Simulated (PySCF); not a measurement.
Isomers of CH4B2O. Gas-phase values, no solvent. One relaxed conformer stands for each flexible species; it need not be the lowest. Strings in code marks are SMILES.

The vertical ionisation energy (Delta-SCF) from two functionals at the same geometries (B3LYP-D3(BJ)/def2-TZVP), both in PySCF: PBE-D3(BJ)/def2-TZVP and B3LYP-D3(BJ)/def2-TZVP. B3LYP has the VWN-RPA correlation part, as in Gaussian. Delta-SCF ions had no search for a lower state. 

```
species       B3LYP-D3(BJ)/def2-TZVP (eV)
------------  ---------------------------
`CBB=O`                             11.90
`BO/C=B/[H]`                         8.81
`B1BOC1`                            10.03
`B1(B)CO1`                          10.33
```

What does PBE-D3(BJ)/def2-TZVP give for each?


- `CBB=O`: 11.46
- `BO/C=B/[H]`: 8.79
- `B1BOC1`: 9.76
- `B1(B)CO1`: 10.17
Over these rows, drawn at random from the members with no instability flagged (it was tested for open shells, ions and some series alone), PBE minus B3LYP-D3(BJ): mean -0.22 eV, from -0.44 eV to -0.01 eV.
